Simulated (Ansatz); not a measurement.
Mulliken charges of `NC1[Se][Se]1` from B3LYP/def2-TZVPP in Ansatz (PBE0-D4/def2-TZVP geometry).

```json
{"atom": "N1", "x (Å)": "-0.414", "y (Å)": "0.955", "z (Å)": "-0.193", "charge (e)": "-0.268"}
{"atom": "C2", "x (Å)": "0.421", "y (Å)": "-0.159", "z (Å)": "-0.143", "charge (e)": "-0.069"}
{"atom": "Se3", "x (Å)": "-0.133", "y (Å)": "-1.754", "z (Å)": "-1.070", "charge (e)": "-0.025"}
{"atom": "Se4", "x (Å)": "0.229", "y (Å)": "-1.600", "z (Å)": "1.247", "charge (e)": "-0.102"}
{"atom": "H5", "x (Å)": "-0.126", "y (Å)": "1.690", "z (Å)": "0.439", "charge (e)": "0.145"}
{"atom": "H6", "x (Å)": "-1.388", "y (Å)": "0.723", "z (Å)": "-0.051", "charge (e)": "0.159"}
{"atom": "H7", "x (Å)": "1.472", "y (Å)": "0.076", "z (Å)": "-0.275", "charge (e)": "0.161"}
```

Task: By hand: the dipole of these point charges (1 e Å = 4.8032 D).

Result: Σ q r = (0.060, 0.334, -0.028) e Å, of length 0.340 e Å = 1.63 D.

Task: How does the dipole of the full density compare? (Best estimate.)

Result: Computed: (-0.018, 0.437, 0.099) e Å, 2.15 D; the point charges give 0.76 times that, at 21° from its direction.

Point charges leave out the atoms' own dipoles, such as those of lone pairs, and Mulliken's split depends on the basis, so the two needn't agree.

B3LYP here is the variant with VWN-RPA as its local correlation; programs differ in this.
